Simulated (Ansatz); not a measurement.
HfO₂, singlet, geometry from GFN2-xTB (such geometries of metal compounds can be far from the true shape) (core potentials on Hf), atoms displaced at random by about 0.08 Å a coordinate; PBE/def2-SVP, gradient in Ansatz (an electronic-structure program).

Ansatz was given this input:
Ansatz 0.2 input:
```yaml
crystal:
  periodic: [false, false, false]
  atoms:
    - {symbol: Hf, position_ang: [0.14856999, -0.12342422, 0.13556801]}
    - {symbol: O, position_ang: [0.52133772, 0.58812234, -1.38397426]}
    - {symbol: O, position_ang: [-1.58823478, 0.15786437, 0.43401432]}
basis:
  gaussian:
    orbitals: def2-SVP
hamiltonian:
  xc: pbe
output: {forces: true}
```

Q: Predict the main parts of the log of this Ansatz run.

A: 
```
Functional definition: PBE
600 factors; their error is unknown
mean field evaluation 1: about -5372.2494 eV, gradient 1.1e2 eV
mean field evaluation 2: about -4962.9905 eV, gradient 3.4e2 eV
mean field evaluation 4: about -5393.4040 eV, gradient 2.0e1 eV
mean field evaluation 8: about -5394.4282 eV, gradient 1.4e0 eV
mean field evaluation 16: about -5394.3769 eV, gradient 3.0e-4 eV
mean field evaluation 32: about -5394.1202 eV, gradient 7.3e0 eV
mean field -5394.37691025 eV, -198.2396950115 hartree, gradient 4.4e-5 eV, S^2 0.000000; 1 other end points of the search recorded, 0 dependent functions left out
the calculation of the forces begins
reference -5394.37695148 eV, -198.2396965268 hartree; 14, 14 occupied and 46, 46 virtual orbitals, 600 factors
Total energy: -5394.37695148 eV, -198.2396965268 hartree
Atom 0 at     0.148570    -0.123424     0.135568 Å, force     0.303524    -1.891886     3.422387 eV/Å
Atom 1 at     0.521338     0.588122    -1.383974 Å, force     0.611942     1.641921    -3.387941 eV/Å
Atom 2 at    -1.588235     0.157864     0.434014 Å, force    -0.915466     0.249965    -0.034446 eV/Å
Dipole moment:     0.984186    -0.689879     0.831129 e Å
```
